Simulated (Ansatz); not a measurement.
Relaxation of CH$_{4}$BNO (8 atoms, charge 0, multiplicity 1), to a largest force component of 0.015 eV/Å in at most 40 steps.

Computed with RKS B3LYP/def2-SVP in Ansatz.

```xyz
8
Properties=species:S:1:pos:R:3
O -0.412 0.761 -1.063
C -0.034 0.478 0.216
B 1.013 -0.641 0.232
N -0.396 -0.797 0.639
H -1.332 1.251 -0.971
H -0.026 1.278 1.005
H 2.152 -1.072 0.043
H -0.873 -1.313 -0.156
```

Problem. Where does it end, and by what steps?

Solution. The forces met the threshold. After 10 steps the energy has fallen by 1.111 eV; H8 moved furthest, 0.62 Å.

```json
{"step": "0", "energy less start (eV)": "0.0000", "largest force component (eV/Å)": "3.687", "accepted": "yes"}
{"step": "1", "energy less start (eV)": "-0.5757", "largest force component (eV/Å)": "1.550", "accepted": "yes"}
{"step": "2", "energy less start (eV)": "-0.8343", "largest force component (eV/Å)": "1.124", "accepted": "yes"}
{"step": "3", "energy less start (eV)": "-0.9705", "largest force component (eV/Å)": "1.416", "accepted": "yes"}
{"step": "4", "energy less start (eV)": "-1.0478", "largest force component (eV/Å)": "0.646", "accepted": "yes"}
{"step": "5", "energy less start (eV)": "-1.0547", "largest force component (eV/Å)": "0.618", "accepted": "yes"}
{"step": "6", "energy less start (eV)": "-1.0946", "largest force component (eV/Å)": "0.416", "accepted": "yes"}
{"step": "7", "energy less start (eV)": "-1.1094", "largest force component (eV/Å)": "0.213", "accepted": "yes"}
{"step": "8", "energy less start (eV)": "-1.1111", "largest force component (eV/Å)": "0.049", "accepted": "yes"}
{"step": "9", "energy less start (eV)": "-1.1111", "largest force component (eV/Å)": "0.045", "accepted": "yes"}
{"step": "10", "energy less start (eV)": "-1.1112", "largest force component (eV/Å)": "0.003", "accepted": "yes"}
```

```xyz
8
Properties=species:S:1:pos:R:3
O -0.357 1.073 -1.099
C -0.006 0.499 0.125
B 1.074 -0.630 0.160
N -0.240 -0.931 0.304
H -1.257 1.422 -1.034
H -0.256 1.136 0.991
H 2.177 -1.081 0.100
H -1.043 -1.543 0.396
```

Whether the end is a true minimum wasn't checked by a vibrational analysis.

Time of the run: 30 s on 1 CPU thread of a shared host.
